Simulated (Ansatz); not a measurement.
`[CH3][Ge]([CH3])([CH3])[C]#N`. Charge 0, multiplicity 1.

```
atom   x (Å)   y (Å)   z (Å)
  C1   1.241   0.451   1.376
 Ge2  -0.047   0.145  -0.050
  C3   0.745  -0.728  -1.598
  C4  -1.655  -0.755   0.575
  C5  -0.613   1.907  -0.654
  N6  -0.948   2.950  -1.011
  H7   1.601  -0.505   1.762
  H8   0.779   1.006   2.193
  H9   2.093   1.021   1.004
 H10   0.013  -0.815  -2.401
 H11   1.086  -1.729  -1.325
 H12   1.598  -0.155  -1.963
 H13  -2.381  -0.840  -0.234
 H14  -1.405  -1.757   0.929
 H15  -2.108  -0.197   1.395
```

**Question.** What are the harmonic wavenumbers in cm⁻¹ at PBE0-D4/def2-TZVP (Ansatz, finite differences of forces, unscaled)? (An estimate is asked.)

**Answer.** The calculation gave: 111, 111, 121, 132, 133, 174, 174, 180, 350, 350, 459, 585, 627, 627, 720, 776, 776, 849, 852, 852, 1266, 1266, 1276, 1445, 1451, 1451, 1457, 1457, 1465, 2323, 3064, 3064, 3065, 3154, 3154, 3155, 3161, 3162, 3162.

**Question.** Is this a minimum?

**Answer.** Yes, all 39 modes are real.

**Question.** Give the ideal-gas thermochemistry at 298.15 K and 1 bar (rigid rotor, harmonic oscillator; point group C3v, symmetry number 3).

**Answer.** Zero-point energy 310.8 kJ/mol; H(298) − E = 339.7 kJ/mol; entropy 397.1 J/(mol·K), of which translation 170.8, rotation 107.6, vibration 118.7; G(298) − E = 221.3 kJ/mol.

**Question.** And at 400, 500, 600, 800 and 1000 K?

**Answer.** 
| T (K) | H − E (kJ/mol) | S (J/mol/K) | G − E (kJ/mol) |
| --- | --- | --- | --- |
| 400 | 356.3 | 444.7 | 178.4 |
| 500 | 375.0 | 486.3 | 131.8 |
| 600 | 395.6 | 523.9 | 81.3 |
| 800 | 441.7 | 590.0 | -30.3 |
| 1000 | 492.9 | 647.0 | -154.1 |
